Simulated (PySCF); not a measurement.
Computed NMR parameters against published values

Geometry:
```csv
atom,x (Å),y (Å),z (Å)
S1,4.661,0.425,0.215
C2,3.155,-0.016,0.224
N3,2.039,-0.423,0.252
C4,0.687,-0.221,0.105
C5,-0.187,-1.283,0.317
C6,-1.550,-1.087,0.170
C7,-2.046,0.159,-0.186
C8,-1.170,1.215,-0.395
C9,0.194,1.034,-0.253
H10,0.215,-2.249,0.594
H11,-2.228,-1.915,0.336
H12,-3.113,0.307,-0.299
H13,-1.551,2.191,-0.673
H14,0.887,1.851,-0.414
```

Published estimates (parent shift plus substituent increments) and measurements: δ ¹³C C6/C8 129.8; C7 127.5; C5/C9 125.8; δ ¹H H11/H13 7.38; H12 7.32; H10/H14 7.23 ppm (estimated from measurements, as parent shift plus tabulated substituent increment; solution, not stated per compound (mostly CDCl3 or CCl4); Pretsch, Buehlmann, Badertscher, Structure Determination of Organic Compounds, 4th ed. (2009)).

PySCF 2.14.0 with density-fitted response routines calculation with structure optimised with PBE0-D3(BJ)/def2-TZVP and wB97X-D/pcSseg-2 with gauge-including orbitals; averaged over atoms made equivalent by symmetry, fast rotation or ring inversion, gas phase, a single conformation, no relativistic terms.

(1) How close does the calculation come?

(2) How far are the unscaled ¹³C shifts from the references?

(3) How far are the unscaled ¹H shifts from the references?

Results:

(1) 
Reference values: estimated from measurements, as parent shift plus tabulated substituent increment (solution, not stated per compound (mostly CDCl3 or CCl4); Pretsch, Buehlmann, Badertscher, Structure Determination of Organic Compounds, 4th ed. (2009)).
```json
{"atoms": "C6/C8", "quantity": "δ ¹³C", "reference": "129.8", "computed": "140.9", "computed, scaled": "129.7"}
{"atoms": "C7", "quantity": "δ ¹³C", "reference": "127.5", "computed": "137.4", "computed, scaled": "126.4"}
{"atoms": "C5/C9", "quantity": "δ ¹³C", "reference": "125.8", "computed": "137.9", "computed, scaled": "126.9"}
{"atoms": "H11/H13", "quantity": "δ ¹H", "reference": "7.38", "computed": "7.68", "computed, scaled": "7.29"}
{"atoms": "H12", "quantity": "δ ¹H", "reference": "7.32", "computed": "7.55", "computed, scaled": "7.18"}
{"atoms": "H10/H14", "quantity": "δ ¹H", "reference": "7.23", "computed": "7.52", "computed, scaled": "7.14"}
```

Computed shifts are σ(ref) − σ with the named reference compound (TMS for H and C) calculated as an isolated molecule at the same level. The measured values may be among those fitted. Scaled to experiment by linear calibration (H and C: mostly CDCl3 data, vs TMS): ¹³C: δ = 171.83 − 0.928σ (rms 1.9 ppm, 684 shifts, 2.1 ppm with the 5 outliers that the fit left out); ¹H: δ = 29.46 − 0.925σ (rms 0.16 ppm, 403 shifts, 0.18 ppm with the 5 outliers that the fit left out). A few per cent of atoms miss by over 2 rms, more outside the fitted compound classes.

(2) Mean signed difference +11.03 ppm, mean absolute 11.03 ppm over 3 comparisons; the largest is +12.1 ppm at C5/C9 (aromatic CH).

(3) Mean signed difference +0.27 ppm, mean absolute 0.27 ppm over 3 comparisons; the largest is +0.30 ppm at H11/H13 (hydrogen on an aromatic CH).
